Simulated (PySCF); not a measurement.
1-hydroxyboretane (C3H7BO), SMILES C1CB(C1)O. Atoms are numbered in the order given.

```xyz
12

O      1.9268     0.1218    -0.2530
B      0.6144     0.0679     0.0471
C     -0.5454     1.1259    -0.1284
C     -1.4810    -0.1175    -0.1254
C     -0.4044    -1.0794     0.4584
H      2.3710    -0.7224    -0.1176
H     -0.6893     1.7377     0.7782
H     -0.5731     1.7956    -1.0008
H     -1.7558    -0.4096    -1.1507
H     -2.4121    -0.0259     0.4563
H     -0.5032    -1.1669     1.5540
H     -0.3390    -2.0965     0.0411
```

Geometry optimised at PBE0-D3(BJ)/def2-SVP. One conformer was computed; it need not be the lowest.

Two levels are set side by side: PBE/pcSseg-1 (PySCF) and PBE0/pcSseg-1 (PySCF). GIAO shifts against BF3 (¹¹B), H2O (¹⁷O), TMS (¹H), TMS (¹³C) at the same level; non-relativistic, no solvent, atoms listed together averaged. Differences are taken from unrounded values.

| quantity | PBE0 |
|---|---|
| δ(¹⁷O) of O1 (ppm) | 182.5 |
| δ(¹¹B) of B2 (ppm) | 43.4 |
| δ(¹³C) of C3, C5 (ppm) | 23.5 |
| δ(¹³C) of C4 (ppm) | 15.8 |
| δ(¹H) of H6 (ppm) | 5.62 |

Question: What does PBE give, and how far is it from PBE0? (Estimate from the structure and the level; the computed values follow.)

Answer: 
| quantity | PBE | PBE minus PBE0 |
|---|---|---|
| δ(¹⁷O) of O1 (ppm) | 195.9 | 13.4 |
| δ(¹¹B) of B2 (ppm) | 43.4 | 0.1 |
| δ(¹³C) of C3, C5 (ppm) | 24.9 | 1.4 |
| δ(¹³C) of C4 (ppm) | 17.2 | 1.5 |
| δ(¹H) of H6 (ppm) | 5.78 | 0.16 |

Rough cost on one machine, each run with all the roots and properties that it gave: PBE0 against PBE within a factor of 2.
